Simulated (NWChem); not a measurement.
System meant: BeICl; SMILES [Cl][Be][I]

The following NWChem deck was run.

```
start job
memory heap 200 mb stack 900 mb global 1100 mb
geometry units angstroms noautoz
  Be     0.741644     0.367319    -0.783893
  Cl     1.921543     0.952123    -2.031507
  I     -0.665710    -0.329527     0.703419
end
basis spherical
  * library def2-svp
end
ecp
  I library def2-ecp
end
dft
  xc b3lyp
  iterations 150
end
tddft
  cis
  nroots 4
  notriplet
end
task tddft energy
```

End of the output:

```
 Vector   26  Occ=0.000000D+00  E=-2.333501D-02  Symmetry=a1
              MO Center= -7.2D-12,  3.5D-12,  8.4D-01, r^2= 6.0D+00
   Bfn.  Coefficient  Atom+Function         Bfn.  Coefficient  Atom+Function
  ----- ------------  ---------------      ----- ------------  ---------------
     3      1.258782  1 Be s                 43     -0.534485  3 I  pz
    31     -0.488544  3 I  s                 13     -0.336471  2 Cl s
     2      0.328000  1 Be s                 30     -0.305991  3 I  s
    22      0.275181  2 Cl pz                40     -0.232599  3 I  pz
    12     -0.192025  2 Cl s                 19      0.136076  2 Cl pz

 center of mass
 --------------
 x =   0.00000000 y =   0.00000000 z =  -0.19394706

 moments of inertia (a.u.)
 ------------------
        1600.222424815438           0.000000000000           0.000000000000
           0.000000000000        1600.222424815438           0.000000000000
           0.000000000000           0.000000000000           0.000000000000

     Multipole analysis of the density
     ---------------------------------

     L   x y z        total         alpha         beta         nuclear
     -   - - -        -----         -----         ----         -------
     0   0 0 0     -0.000000    -23.000000    -23.000000     46.000000

     1   1 0 0      0.000000      0.000000      0.000000      0.000000
     1   0 1 0     -0.000000     -0.000000     -0.000000      0.000000
     1   0 0 1     -0.136016    -27.332282    -27.332282     54.528548

     2   2 0 0    -33.168271    -16.584136    -16.584136      0.000000
     2   1 1 0      0.000000      0.000000      0.000000      0.000000
     2   1 0 1      0.000000      0.000000      0.000000      0.000000
     2   0 2 0    -33.168271    -16.584136    -16.584136      0.000000
     2   0 1 1      0.000000      0.000000      0.000000      0.000000
     2   0 0 2    -35.417473   -337.791215   -337.791215    640.164957

 ------------------------------------------------------------------------
 tddft_init: non-Abelian symmetry not permitted                   0
 ------------------------------------------------------------------------
 ------------------------------------------------------------------------
  current input line :
    23: task tddft energy
 ------------------------------------------------------------------------
 ------------------------------------------------------------------------
 There is an error related to the specified geometry
 ------------------------------------------------------------------------
 For more information see the NWChem manual at https://nwchemgit.github.io

0:tddft_init: non-Abelian symmetry not permitted:Received an Error in Communication
```

Can this run be used? If not, why, and what is the fix?

The run crashed. Cause: the TDDFT module takes Abelian point groups alone, and the geometry was found to have a non-Abelian one. This input runs:
```
start job
memory heap 200 mb stack 900 mb global 1100 mb
geometry units angstroms noautosym nocenter noautoz
  Be     0.741644     0.367319    -0.783893
  Cl     1.921543     0.952123    -2.031507
  I     -0.665710    -0.329527     0.703419
end
basis spherical
  Be library def2-svp
  Cl library def2-svp
  I library def2-svp
end
ecp
  I library def2-ecp
end
dft
  xc b3lyp
  iterations 150
end
tddft
  cis
  nroots 4
  notriplet
end
task tddft energy
```
It converges to -772.72901 Ha (B3LYP/def2-SVP with def2 effective core potentials on I, TDA).
